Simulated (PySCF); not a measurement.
Simulated Si 2p region for cyclo-(H2SiO)4 (H8O4Si4), binding energy against the vacuum level.

Every computed line was given a Gaussian of 0.4 eV full width at half maximum and an area set by the number of equivalent atoms (split 2:1 within a doublet); the highest printed point is 100. Method used: delta-SCF UKS SCAN, pcX-2 on the ionised atom, pcseg-1 elsewhere, spin-free X2C in PySCF.

```csv
binding energy (eV),intensity
107.6,1
107.7,4
107.8,16
107.9,41
108.0,76
108.1,100
108.2,93
108.3,62
108.4,34
108.5,26
108.6,35
108.7,48
108.8,49
108.9,35
109.0,18
109.1,6
109.2,2
109.3,0
```

Question: How many maxima does the curve show, and how many computed lines lie under it?

Answer: The curve has 2 maxima (at 108.1 and 108.8 eV). Under it lie 2 lines from 1 inequivalent silicon site, drawn as a 2p3/2, 2p1/2 pair.

Question: Decompose the envelope and assign each component. Bonds: Si1–O4, Si1–O16, O4–Si5, Si5–O8, O8–Si9, Si9–O12, O12–Si13, Si13–O16. Hydrogens: H2, H3 on Si1; H6, H7 on Si5; H10, H11 on Si9; H14, H15 on Si13.

Answer: 
```tsv
position (eV)	relative area	line	atoms	environment
108.13	2.67	Si 2p3/2	Si1/Si5/Si9/Si13	silicon bonded to 2 O and 2 H
108.76	1.33	Si 2p1/2	Si1/Si5/Si9/Si13	silicon bonded to 2 O and 2 H
```

Shake-up satellites, vibrational structure and lifetime widths aren't simulated. One atom of each set of topologically equivalent atoms was ionised and stands for the set; in this conformer not all members are related by symmetry, and their own values weren't computed. The 2p values aren't plain energy differences: one relaxed spin-free 2p hole is combined with a matrix within the shell (ground-state 2p orbital-energy differences and spin–orbit coupling). 2p3/2, the mean of its two sublevels, lies a third of the splitting below the shell's mean and 2p1/2 two thirds above it; the statistical areas are 2:1. 2p1/2 minus 2p3/2 (ligand field included): Si 0.63 eV. One conformer (not necessarily the lowest) at the PBE0-D3(BJ)/def2-SVP geometry, without solvent, vibrations or thermal averaging.
